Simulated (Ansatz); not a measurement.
A nudged elastic band was laid between two geometries of ClFGeH2O + FH (8 atoms, charge 0, multiplicity 1).

The calculation used RKS PBE-D4/def2-SVP (Ansatz).

| Item | Value |
| --- | --- |
| movable images | 5 |
| climbing image | yes |
| spring | 2.0 to 10.0 eV/Å², energy-weighted |
| optimiser | quadratic models (default) |
| start path | through a guess of the saddle point |
| force threshold | 0.03 eV/Å |
| iteration limit | 60 |
| end points | relaxed |

Image 0:

```xyz
8
Properties=species:S:1:pos:R:3
Ge -0.398 -0.255 0.009
O -0.721 -0.285 1.736
H -0.302 0.525 2.125
F 1.282 0.365 -0.137
Cl -1.571 1.187 -1.076
H -0.445 -1.658 -0.612
F 0.942 1.850 1.895
H 1.346 1.411 1.146
```

Image 6:

```xyz
8
Properties=species:S:1:pos:R:3
Ge 0.361 0.173 -0.179
O -0.545 0.126 2.144
H -1.305 0.732 2.021
F 1.160 0.317 -1.732
Cl -1.466 1.301 -0.518
H 0.277 -1.333 0.086
F 1.483 1.106 0.806
H 0.170 0.718 2.458
```

**Question.** Which bonds break or form, and what moves?

**Answer.** Bonds broken: Ge1–O2, F7–H8. Bonds formed: Ge1–F7, O2–H8. ClFGeH2O + FH becomes ClF2GeH + H2O.

**Question.** Give the energies along the band, and the barrier.

**Answer.** The run converged. The highest image is number 3 of 0 to 6, 17.0 kcal/mol above the first end and 20.6 kcal/mol above the last; the last end lies 3.6 kcal/mol below the first. Another band between the same ends (5 images) ends at a top of the same energy, where a vibrational analysis finds 1 clearly imaginary mode. The orbitals stay closed-shell, which can raise the energy where a bond breaks towards radicals; this wasn't checked here.

| image | path coordinate (Å) | energy (kcal/mol) | Ge1–O2 (Å) | F7–H8 (Å) | Ge1–F7 (Å) |
| --- | --- | --- | --- | --- | --- |
| 0 | 0.00 | 0.0 | 1.76 | 0.96 | 3.13 |
| 1 | 1.34 | 7.0 | 1.80 | 0.95 | 3.27 |
| 2 | 2.47 | 9.1 | 1.83 | 0.96 | 2.69 |
| 3 | 3.18 | 17.0 | 1.97 | 1.18 | 2.06 |
| 4 | 3.71 | 10.0 | 2.21 | 1.61 | 1.84 |
| 5 | 4.49 | 3.3 | 2.55 | 1.87 | 1.78 |
| 6 | 5.96 | -3.6 | 2.49 | 2.15 | 1.76 |

**Question.** What is the geometry of the highest image?

**Answer.** 
```xyz
8
Properties=species:S:1:pos:R:3
Ge 0.057 0.124 -0.006
O -0.010 0.028 1.963
H -0.916 -0.020 2.329
F 1.645 -0.029 -0.717
Cl -1.388 1.414 -0.977
H -0.514 -1.303 -0.227
F 0.827 1.797 0.917
H 0.435 1.128 1.805
```

Time of the run: 2.3 min on 2 threads of Arm Neoverse V2, on a shared host, peak memory 0.16 GiB.
